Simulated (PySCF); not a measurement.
Ni: excitation energy

Ni [Ar] 3d8 4s2 (3F) → Ni [Ar] 3d7 4s2 5s1 (5F), as a difference of total energies. Computed with PySCF 2.14 in x2c-TZVPPall with one added diffuse shell each of s, p, d, f type (7s6p5d3f1g, 80 functions), with scalar relativity by spin-free X2C-1e. Correlated levels: valence: [Ar] frozen. The calculations carry no spin-orbit coupling.

```json
{"method": "UHF", "excitation energy (eV)": "8.907"}
{"method": "MP2 (valence)", "excitation energy (eV)": "11.083"}
{"method": "SCS-MP2 (valence)", "excitation energy (eV)": "11.018"}
{"method": "CCSD (valence)", "excitation energy (eV)": "10.728"}
{"method": "CCSD(T) (valence)", "excitation energy (eV)": "10.856"}
```

**Question.** How much does correlation contribute at CCSD(T) (valence)?

**Answer.** 10.856 − (8.907) = 1.949 eV, measured against UHF.

The upper state lies above the first ionisation limit, but in LS coupling its spin forbids autoionisation to the ground ion. A Rydberg-like electron needs more diffuse functions than a valence basis has.

The promoted electron is Rydberg-like, and one or two diffuse shells describe it only roughly, which tends to raise the upper state.
